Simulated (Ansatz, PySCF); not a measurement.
Complex: NH3 (SMILES N) (first 4 atoms) with Si2H6 (SMILES [SiH3][SiH3]); geometry from B3LYP-D3(BJ)/def2-TZVP, rigid monomers moved along the line of their centres of mass till N1···Si5 is 4.34 Å.
(charge 0, multiplicity 1):
```xyz
12

N     -0.41247     0.18904     0.96085
H     -0.35981    -0.69423     0.46676
H     -1.36153     0.53396     0.87454
H      0.19811     0.84359     0.48555
Si     0.51593    -1.28076     4.93512
Si     0.63296     1.05354     5.09122
H      0.80423    -1.91098     6.25251
H      1.51135    -1.80795     3.97141
H     -0.83750    -1.72541     4.52458
H      0.96684     1.47757     6.47835
H     -0.66434     1.68157     4.74279
H      1.68569     1.60049     4.20167
```

Monomers are frozen at their geometry in the pair; levels with a basis set take the counterpoise correction.

Correlated levels freeze the cores.

The values were computed with Ansatz (Gaussian basis) for Hartree–Fock, density functionals and correlated methods; PySCF for the dispersion terms. 

PBE/def2-TZVPPD gives -51.9 meV for the interaction energy.

### Question
How do the other levels lie against it? Give each less PBE: PBE-D3(BJ)/def2-TZVPPD, r2SCAN/def2-TZVPPD, PBE0/def2-TZVPPD, wB97M-V/def2-TZVPPD, MP2/aug-cc-pV(D+d)Z, CCSD(T)/aug-cc-pV(D+d)Z.

### Answer
PBE-D3(BJ)/def2-TZVPPD -22.7; r2SCAN/def2-TZVPPD -6.2; PBE0/def2-TZVPPD 2.1; wB97M-V/def2-TZVPPD -20.4; MP2/aug-cc-pV(D+d)Z -19.0; CCSD(T)/aug-cc-pV(D+d)Z -19.4 meV. 1 of 6 lie above PBE; the widest gap is to PBE-D3(BJ)/def2-TZVPPD.

Ansatz is an electronic-structure program.
